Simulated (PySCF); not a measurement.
Compound: C7H7FO.
SMILES: `COc1ccccc1F`

Torsions of this conformer, `[CH3:1][O:2][c:3]1[cH:4][cH:5][cH:6][cH:7][c:8]1[F:9]`: C1–O2–C3–C4 0°.

The closed-shell ground state was solved at several levels (PySCF, density fitting, gas phase, non-relativistic). One conformer (not necessarily the lowest) at the PBE0-D3(BJ)/def2-SVP geometry, without solvent, vibrations or thermal averaging.

| level | basis functions | total energy (Eh) | HOMO (eV) | LUMO (eV) | gap (eV) | dipole (D) |
| --- | --- | --- | --- | --- | --- | --- |
| PBE0/pcSseg-1 | 188 | -445.4578 | -6.52 | -0.23 | 6.29 | 2.46 |
| wB97X-D/def2-SVPD | 242 | -445.5505 | -8.32 | 1.41 | 9.73 | 2.45 |
| B3LYP/pcJ-1 | 313 | -446.0171 | -6.29 | -0.40 | 5.89 | 2.46 |

(1) Estimate the row for PBE/pcSseg-1, a basis of 188 functions; the other rows only guide the guess.

(2) Over all these levels, which gives the widest orbital gap and which the narrowest?

(3) How far do the dipole and the HOMO energy spread over the levels?

Results:

(1) Total energy -445.4417 Eh, HOMO -5.41 eV, LUMO -1.08 eV, gap 4.33 eV, dipole 2.24 D.

(2) wB97X-D/def2-SVPD (range-separated hybrid) has the widest, 9.73 eV, and PBE/pcSseg-1 (GGA) the narrowest, 4.33 eV. Functional and basis both differ between the two, so the spread mixes both effects.

(3) The dipole runs from 2.24 to 2.46 D (mean 2.41 D) and the HOMO from -8.32 to -5.41 eV.

Note: wB97X-D ran without an empirical dispersion term, which enters the total energy and its gradient alone.
